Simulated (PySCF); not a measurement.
**Electronic structure of K²⁺ (potassium, charge +2) at the UHF level**

Configuration: [Ne] 3s2 3p5, 2P determinant. Calculation: PySCF 2.14, in Sapporo-DKH3-DZP-2012 (6s5p1d, 26 functions); the spin-free X2C one-electron Hamiltonian (Gaussian nucleus).

- Total energy: -600.177139 hartree
- One-electron energy: -811.6043 hartree
- Hartree (Coulomb) energy: 243.7679 hartree
- Exchange energy: -32.3408 hartree
- ⟨S²⟩: 0.7563
- ⟨L²⟩: 2.020
- Sum of ⟨r⟩: 12.30 bohr
- Sum of ⟨r²⟩: 15.63 bohr²
- Traceless quadrupole moment −½Σ⟨3z² − r²⟩ along its main axis: 0.907 e·bohr²
- Langevin diamagnetic susceptibility: -12.4 ×10⁻⁶ cm³/mol
- Time after the integrals: 0.05 s of wall time on 1 thread of Intel(R) Xeon(R) 6975P-C (shared host)

```csv
shell,electrons,mean orbital energy (hartree),spread (hartree),"rms radius, mean of both spins (bohr)"
1s α,1,-135.01899,0,0.0937
1s β,1,-135.00045,0,0.0937
2s α,1,-15.46117,0,0.418
2s β,1,-15.44390,0,0.418
2p α,3,-12.39354,0.03887,0.387
2p β,3,-12.36240,0.02814,0.387
3s α,1,-2.57347,0,1.33
3s β,1,-2.41506,0,1.33
3p α,3,-1.74001,0.09960,1.47
3p β,2,-1.67456,0,1.47
```

Densities and radii are taken from the X2C orbitals without a picture-change correction, which distorts them close to the nucleus.
